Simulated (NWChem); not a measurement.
# Ionisation of pyrimidine (C4H4N2)

```xyz
10

C      0.0000     0.0000    -1.3536
C     -1.1827     0.0000    -0.6180
N     -1.1895     0.0000     0.7123
C      0.0000     0.0000     1.3073
N      1.1895     0.0000     0.7123
C      1.1827     0.0000    -0.6180
H      0.0000     0.0000    -2.4452
H     -2.1587     0.0000    -1.1183
H      0.0000     0.0000     2.4042
H      2.1587     0.0000    -1.1183
```
Charge 0, spin multiplicity 1.

Everything below was run with NWChem. Structure: optimised with PBE0/def2-SVP, a minimum by its harmonic frequencies.

Basis set: def2-SVP. The species with one electron less has spin multiplicity 2 and keeps the geometry of the parent. Δ marks differences of total energies (open shells unrestricted). −ε marks an orbital energy of the parent. That orbital need not have the symmetry of the hole or added electron in the Δ rows.

The stability of the SCF solutions was not checked.

**Question.** Order these methods by the first vertical ionisation energy they give, lowest first: Δr2SCAN, −ε(HOMO) of BP86, −ε(HOMO) of HF, −ε(HOMO) of PBE.

**Answer.** −ε(HOMO) of PBE (5.67 eV), −ε(HOMO) of BP86 (5.79 eV), Δr2SCAN (9.28 eV), −ε(HOMO) of HF (10.38 eV)
